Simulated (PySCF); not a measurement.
## Optical rotation: SMILES O=C[C@@H]1C[SiH2][Si@H]1[SiH3], C$_{3}$H$_{10}$OSi$_{3}$

Cartesian coordinates in Å; atom numbers follow the order of the lines, from 1:
```xyz
17

O    -0.074    1.331    2.573
C    -0.797    0.698    1.835
C    -0.689    0.647    0.385
C    -1.883    0.115   -0.414
Si   -1.019   -1.100   -1.627
Si    0.688   -0.712   -0.046
Si    2.803    0.237   -0.109
H    -1.567    0.015    2.257
H    -0.330    1.604    0.003
H    -2.566   -0.416    0.252
H    -2.458    0.920   -0.870
H    -0.853   -0.526   -2.969
H    -1.751   -2.360   -1.808
H     0.610   -1.747    1.012
H     2.849    1.309   -1.109
H     3.760   -0.790   -0.537
H     3.269    0.787    1.162
```

Computed, not measured: TDDFT wB97X-D/def2-SVPD circular dichroism and optical rotation, one conformer, gas phase in PySCF. Geometry: GFN2-xTB.

The molecule is flexible and this is one conformer; a measurement averages over conformers.

Stereocentres: C3 R, Si6 R.

Problem. Give the optical rotatory dispersion at 633, 589.3, 546, 436, 405, 365, 355 nm.

Solution. [α] in deg dm⁻¹ (g/mL)⁻¹:
```csv
λ (nm),origin-invariant length gauge,modified velocity gauge,length gauge (centre of mass),isotropic polarisability (au)
633,+285.9,+270.6,+288.1,129.5
589.3,+351.0,+332.9,+353.5,130.3
546,+442.7,+421.0,+445.8,131.2
436,+992.8,+954.2,+998.4,135.4
405,+1380.6,+1333.0,+1387.6,137.3
365,+2434.7,+2368.8,+2444.6,140.9
355,+2922.7,+2850.1,+2933.6,142.1
```

Problem. And for the mirror image at 589.3 nm?

Solution. -351.0 deg dm⁻¹ (g/mL)⁻¹ (origin-invariant length gauge): the same size and the opposite sign.

Problem. What is the molar rotation [Φ] = [α]·M/100 of the geometry above at 589.3 nm?

Solution. With M = 146.37 g/mol, +513.7 deg cm² dmol⁻¹ (origin-invariant length gauge).

The first excitation lies at 4.31 eV (288 nm) with R = +33.2 × 10⁻⁴⁰ esu² cm² (velocity form).
